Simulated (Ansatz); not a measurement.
`N=CCl` and `N=CI` differ in one element.

Ansatz, PBE0-D4/def2-TZVP geometries, multiplicity 1. Each molecule was computed in one conformer, which needn't be the lowest.

Elements past krypton have def2 core potentials.

```tsv
property	`N=CCl`
HOMO energy (ωB97M-V/def2-TZVPP) / eV	-10.95
LUMO energy (ωB97M-V/def2-TZVPP) / eV	1.57
HOMO–LUMO gap (B3LYP/def2-TZVPP) / eV	7.32
size of the dipole moment (ωB97M-V/def2-TZVPP) / D	2.54
HOMO energy (PBE0/def2-TZVPP) / eV	-8.58
HOMO energy (B3LYP/def2-TZVPP) / eV	-8.33
```

Give the same properties after the change, and the shifts. (Estimate.)

Ansatz gave: 
| property | `N=CI` | shift |
| --- | --- | --- |
| HOMO energy (ωB97M-V/def2-TZVPP) / eV | -9.74 | 1.21 |
| LUMO energy (ωB97M-V/def2-TZVPP) / eV | 1.15 | -0.42 |
| HOMO–LUMO gap (B3LYP/def2-TZVPP) / eV | 6.23 | -1.09 |
| size of the dipole moment (ωB97M-V/def2-TZVPP) / D | 2.35 | -0.19 |
| HOMO energy (PBE0/def2-TZVPP) / eV | -7.63 | 0.95 |
| HOMO energy (B3LYP/def2-TZVPP) / eV | -7.40 | 0.93 |

With PBE0 the HOMO rises by 0.95 eV and the LUMO falls by 0.19 eV, so the gap narrows by about 1.14 eV. PBE moves the HOMO by 0.51 eV and ωB97M-V by 1.21 eV. Dipoles are sizes alone; their direction can turn.

B3LYP here is the variant with VWN-RPA as its local correlation; programs differ in this.

Spin–orbit coupling is left out; it splits and shifts lone-pair levels of the heavy atoms by tenths of an eV.
